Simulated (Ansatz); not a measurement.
Basis-set series for C3H5NZn, SMILES `C[CH]1N=[CH][Zn]1`. Charge 0, multiplicity 1. The geometry is a stationary point of PBE0-D4/def2-TZVP.

```
functional       basis  functions  energy (Eh)  HOMO (eV)  LUMO (eV)
   PBE0-D4    def2-SVP        112  -1950.55343      -5.87      -1.43
   PBE0-D4  def2-TZVPP        258  -1950.99920      -6.05      -1.72
   ωB97M-V    def2-SVP        112  -1950.81757      -7.78       0.28
   ωB97M-V  def2-TZVPP        258  -1951.27147      -7.99      -0.09
```

Question: Give the rows for def2-QZVPP. (Best estimate.)

Answer: Computed: 
| functional | basis | functions | energy (Eh) | HOMO (eV) | LUMO (eV) |
| --- | --- | --- | --- | --- | --- |
| PBE0-D4 | def2-QZVPP | 478 | -1951.05103 | -6.06 | -1.75 |
| ωB97M-V | def2-QZVPP | 478 | -1951.32179 | -8.01 | -0.20 |

Scalar relativity is left out up to krypton.
